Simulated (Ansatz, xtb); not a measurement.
Species: TlI (charge 0, singlet). 
Structure (B3LYP-D3(BJ)/def2-TZVP (Ansatz, a quantum-chemistry and plane-wave program) minimum search):
```
Tl
I 1 2.8762
```

Harmonic wavenumbers from GFN2-xTB (xtb, at its own minimum), cm⁻¹: 144.

Task: Give the harmonic wavenumbers at B3LYP-D3(BJ)/def2-TZVP (Ansatz, finite differences of forces, unscaled).

Result: 142 cm⁻¹. Zero-point energy 0.2 kcal/mol.

Task: From these and the geometry, give the ideal-gas thermochemistry at 298.15 K and 1 atm (rigid rotor, harmonic oscillator).

Result: Point group C∞v, rotational symmetry number 1. Rotational constants 0.7803, 0.7803 GHz. S(trans) 43.29, S(rot) 19.84, S(vib) 2.78, S(elec, spin only) 0.00, S 65.9 cal/(mol K). H(298) - H(0) 2.49 kcal/mol; G - E(el) -17.0 kcal/mol.
